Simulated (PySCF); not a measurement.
**BrTeN: adding exact exchange**

Base calculation in PySCF with density fitting and no spin–orbit coupling, PBE/def2-TZVP (scalar-relativistic core potentials): singlet, Cs, Te–Br 2.630 Å, Te–N 1.825 Å; Br–Te–N 113.2°; wavenumbers 157, 212, 890 cm⁻¹; dipole moment 3.03 D, gap between the highest occupied and lowest empty levels 1.64 eV, polar-tensor charge of Te 0.78 e, atomisation energy (no zero-point energy) 586 kJ/mol.

What changes on going to PBE0/def2-TZVP (scalar-relativistic core potentials)?

The point group stays the same. Changes: mean bond to Te -0.041 Å, smallest bond angle -1.5 degrees, highest wavenumber +54 cm⁻¹, lowest wavenumber +14 cm⁻¹, dipole moment +0.17 D, gap between the highest occupied and lowest empty levels +2.05 eV, polar-tensor charge of Te +0.08 e, atomisation energy (no zero-point energy) -116 kJ/mol. The new structure has Te–Br 2.575 Å, Te–N 1.798 Å; Br–Te–N 111.7°, with wavenumbers 171, 231, 944 cm⁻¹. Exact exchange shortens and stiffens the bonds and opens the gap, the usual pattern.

The structures come from searches over a few start shapes, so lower isomers are not excluded.
